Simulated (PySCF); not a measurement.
# From computed data to an observable: refractive index and permittivity of the vapour

NbBr3, SMILES [Br][Nb]([Br])[Br] (connectivity only; charge and spin as stated), neutral, multiplicity 3.

Coordinates come from a B3LYP-D3(BJ)/def2-SVP optimisation. The spin state was assumed, not searched. The def2 effective core potentials stand for the cores of Nb; spin–orbit coupling is left out.

PBE/def2-TZVP run with PySCF gives a mean static polarisability of 119.0 bohr³ and a dipole moment of 0.90 D. Take an ideal gas at 298.15 K and 1 bar, whether or not the substance is that volatile.

Task: Work out n − 1 in the optical limit and the static ε − 1.

Result: 
Polarisability volume α' = 119.0 × 0.148185 = 17.63 Å³. Number density N = p/kT = 2.43e-5 Å⁻³.
Dilute limit of Lorentz–Lorenz: n − 1 = 2π N α' = 0.0027.
Orientation term of Debye: μ²/(3kT) = 8.098 Å³ × μ²(D²) = 6.56 Å³.
ε − 1 = 4π N (α' + μ²/3kT) = 0.0074. Orientation of the dipole supplies 27 % of the static response; it can't follow optical fields. Vibrational polarisation and dispersion are left out.
